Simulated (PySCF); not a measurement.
**UHF on O²⁺ (oxygen, charge +2)**

Configuration: [He] 2s2 2p1 3s1, high-spin 3P determinant (an excited configuration). All numbers are calculated (PySCF 2.14, the non-relativistic Hamiltonian (point nucleus), in aug-cc-pVTZ with one added diffuse shell each of s, p, d, f type (6s5p4d3f, 62 functions)).

| Property | Result |
| --- | --- |
| Total energy | -71.872903 hartree |
| One-electron energy | -88.8590 hartree |
| Hartree (Coulomb) energy | 23.8532 hartree |
| Exchange energy | -6.8672 hartree |
| Kinetic energy | 71.86531 hartree |
| ⟨S²⟩ | 2.0029 |
| ⟨L²⟩ | 2.016 |
| Sum of ⟨r⟩ | 6.316 bohr |
| Sum of ⟨r²⟩ | 13.89 bohr² |
| Traceless quadrupole moment −½Σ⟨3z² − r²⟩ along its main axis | -0.151 e·bohr² |
| Density at the nucleus (Gaussians lack the cusp) | 307 bohr⁻³ |
| Spin density at the nucleus | 1.35 bohr⁻³ |
| Langevin diamagnetic susceptibility | -11.0 ×10⁻⁶ cm³/mol |

```tsv
shell	electrons	mean orbital energy (eV)	rms radius, mean of both spins (bohr)
1s α	1	-625.09	0.229
1s β	1	-623.02	0.229
2s α	1	-81.332	1.07
2s β	1	-75.193	1.07
2p α	1	-67.727	1.02
3s α	1	-21.189	3.23
```

The outer electron is Rydberg-like, and this basis confines it to a smaller radius and binds it less than a complete one would.

Spin-orbit constants ζ (cm⁻¹) from the X2C one-electron operator on these orbitals (non-relativistic here): bare nucleus, nucleus screened by l(l+1)(2l+1)/3 electrons, and screened by the Breit-Pauli mean field of the electrons.

```tsv
shell	bare	screened nucleus	mean field
2p	386.6	290.0	254.5
```

To first order the Landé constant is A = 127.3 cm⁻¹, so the lowest level has J = 0 and lies 0.0316 eV below the centre of the term. This holds in LS coupling only.
